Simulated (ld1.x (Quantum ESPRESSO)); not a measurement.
Co, TM: configuration errors across variants

ld1.x (Quantum ESPRESSO) 7.5 input, shortened:

```
&input
   title='Co', zed=27., rel=0, dft='PBESOL', iswitch=3,
   config='[Ar] 3d7 4s2 4p0'
 /
 &inputp
   pseudotype=2, tm=.true., lloc=0,
   nlcc=.true., rcore=0.55
 /
3
3P  2  1   6.00   0.00  1.25  1.25  0.0
3D  3  2   7.00   0.00  1.05  1.05  0.0
4S  1  0   2.00   0.00  1.95  1.95  0.0
 &test
   configts(1)='3p6 3d7 4s2 4p0'
 /
```

All-electron excitation energies from the reference (eV): (1) 3p6 3d7 4s1 4p0 8.894; (2) 3p6 3d7 4s0 4p0 25.341; (3) 3p6 3d6 4s0 4p0 61.410; (4) 3p6 3d7 4s1 4p1 4.235; (5) 3p6 3d7 4s1.5 4p0 3.549; (6) 3p6 3d6 4s2 4p1 10.026; (7) 3p6 3d5 4s0 4p0 117.047.

Errors AE − PS in meV (a dash: test not solved or not reliable):

| change | (1) | (2) | (3) | (4) | (5) | (6) | (7) | bound ghosts |
| --- | --- | --- | --- | --- | --- | --- | --- | --- |
| base | -6.3 | -46 | -265 | -652 | -1.1 | -1275 | -1295 | none |
| wave 3d (bound): rc 1.05 bohr becomes 3d (bound): rc 0.80 bohr | -6.7 | -48 | -272 | -653 | -1.2 | -1290 | -1367 | none |
| wave 3d (bound): rc 1.05 bohr becomes 3d (bound): rc 0.88 bohr | -6.6 | -48 | -270 | -653 | -1.1 | -1287 | -1351 | none |
| wave 3d (bound): rc 1.05 bohr becomes 3d (bound): rc 0.98 bohr | -6.4 | -47 | -268 | -652 | -1.1 | -1281 | -1324 | none |
| wave 3d (bound): rc 1.05 bohr becomes 3d (bound): rc 1.16 bohr | -6.1 | -45 | -260 | -652 | -1.1 | -1264 | -1240 | none |
| wave 3d (bound): rc 1.05 bohr becomes 3d (bound): rc 1.24 bohr | -5.9 | -43 | -257 | -652 | -1.0 | -1257 | -1203 | none |
| wave 3d (bound): rc 1.05 bohr becomes 3d (bound): rc 1.36 bohr | -5.3 | -40 | -248 | -652 | -0.9 | -1237 | -1103 | none |
| wave 3d (bound): rc 1.05 bohr becomes 3d (bound): rc 1.46 bohr | -4.8 | -37 | -238 | -651 | -0.8 | -1216 | -999 | none |
| wave 3d (bound): rc 1.05 bohr becomes 3d (bound): rc 1.60 bohr | -3.9 | -32 | -221 | -651 | -0.7 | -1177 | -809 | none |

(1) Give the same row for: wave 3d (bound): rc 1.05 bohr becomes 3d (bound): rc 0.68 bohr.

Results:

(1) -6.7, -49, -273, -653, -1.2, -1293, -1382; bound ghosts: none.
